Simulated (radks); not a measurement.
The numbers below are computed, except where a source is named.
Problem. Spherical quantum dot in the effective-mass picture: electrons in a parabolic well V = omega^2 r^2 / 2 with omega = 0.865, with a point charge +1 (a donor) at the centre, all in effective atomic units (hartree* = m*/eps^2 hartree, bohr* = eps/m* bohr), one dielectric constant everywhere. Level of theory: non-relativistic Kohn-Sham, r2SCAN, spin-polarised, spherical densities, generalised Kohn-Sham scheme (a radial shooting solver with Libxc functionals). Levels are named by radial order and angular momentum (1s, 1p, 1d, 2s, ...), and open shells are averaged over m. At N = 30 the configuration is 1s2 1p6 1d10 2s2 1f(up 7, down 3). Does electron 31 go into 1f down or 2p up or 2p down?

Solution. Into 1f down. The total energies of the other choices lie higher by 0.0461 hartree* (2p up), 0.0744 hartree* (2p down).
